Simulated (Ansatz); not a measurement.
`O[CH2][SnH]([F])[Cl]` → `[F][Sn][Cl]` + CH₃OH  (stannylene formation by 1,1-elimination)

Computed with Ansatz on PBE0-D4/def2-TZVP structures; ΔE is electronic, products minus reactants. CCSD(T)/CBS is the MP2 limit (def2-TZVPP, def2-QZVPP) plus CCSD(T) − MP2 in def2-TZVPP, frozen cores. This one scheme is used for every species. Functionals use def2-TZVPP. B3LYP here is the variant with VWN-RPA as its local correlation; programs differ in this. def2 core potentials past Kr. For Sn outer-core shells are correlated without core-valence functions, which leaves a few kJ/mol of doubt a bond. One conformer a species, not always the lowest.

| level | ΔE (kJ/mol) |
| --- | --- |
| PBE-D4 | -80.7 |
| PBE0-D4 | -66.6 |
| B3LYP-D4 | -90.9 |
| PBE | -88.9 |
| r2SCAN | -71.3 |
| SCS-MP2/def2-TZVPP | -73.7 |
| HF/CBS(def2) | -82.5 |
| MP2/CBS(def2) | -71.3 |

**Question.** What does CCSD(T)/CBS give? (Best estimate.)

**Answer.** Ansatz gave: -65.4 kJ/mol. The listed levels differ from it by -15.3, -1.2, -25.5, -23.5, -5.9, -8.3, -17.1, -5.9 kJ/mol.

Largest T1 diagnostic among the species: 0.016.

The D4 term adds +13.1 kJ/mol with B3LYP and +7.3 kJ/mol with PBE0; it sums over pairs of atoms, weighted by their polarisabilities, and B3LYP, whose exchange is more repulsive, gets the larger term. In def2-TZVPP, CCSD(T) changes the Hartree–Fock value by +20.2 kJ/mol (the triples alone add +3.6 kJ/mol) and MP2 by +14.4 kJ/mol. From PBE to PBE0 (25 % exact exchange), in def2-TZVPP and without D4, ΔE moves by +15.0 kJ/mol.
